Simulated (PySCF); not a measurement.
PySCF 2.14 output of an unrestricted PBE calculation on a single atom or ion in x2c-QZVPPall with one added diffuse shell each of s, p, d, f, g type (12s8p7d5f3g, 133 functions), with scalar relativity by spin-free X2C-1e:

```
SCF conv_tol = 1e-09
number electrons alpha = 15  beta = 11
    J. P. Perdew, K. Burke, and M. Ernzerhof.,  Phys. Rev. Lett. 77, 3865 (1996)
    J. P. Perdew, K. Burke, and M. Ernzerhof.,  Phys. Rev. Lett. 78, 1396 (1997)
    J. P. Perdew, K. Burke, and M. Ernzerhof.,  Phys. Rev. Lett. 77, 3865 (1996)
    J. P. Perdew, K. Burke, and M. Ernzerhof.,  Phys. Rev. Lett. 78, 1396 (1997)
cycle= 1 E= -1518.88659888074  delta_E= -0.0205  |g|= 0.0976  |ddm|= 0.162
cycle= 2 E= -1518.88596982271  delta_E= 0.000629  |g|= 0.124  |ddm|= 0.0711
cycle= 3 E= -1518.88814001379  delta_E= -0.00217  |g|= 0.00474  |ddm|= 0.0359
cycle= 4 E= -1518.88814726965  delta_E= -7.26e-06  |g|= 0.00368  |ddm|= 0.00578
cycle= 5 E= -1518.88814821168  delta_E= -9.42e-07  |g|= 0.00157  |ddm|= 0.000478
cycle= 6 E= -1518.88814853169  delta_E= -3.2e-07  |g|= 0.000194  |ddm|= 0.000606
cycle= 7 E= -1518.88814853503  delta_E= -3.34e-09  |g|= 6.94e-06  |ddm|= 3.98e-05
cycle= 8 E= -1518.88814853504  delta_E= -5.91e-12  |g|= 3.98e-07  |ddm|= 2.74e-06
converged SCF energy = -1518.88814853504  <S^2> = 6.0006658  2S+1 = 5.0002663
```

The run itself started from symmetry-adapted Hartree-Fock orbitals and held the occupation by maximum overlap, on a logarithmic radial grid, so the iterations belong to that start.

Q: Which element, charge and spin multiplicity is this?

A: Ni²⁺ (nickel, charge +2), multiplicity 5; the state was [Ar] 3d7 4p1, one real determinant (an excited configuration).

⟨L²⟩ = 13.86 against 20 for a pure G term, so this real determinant mixes terms.
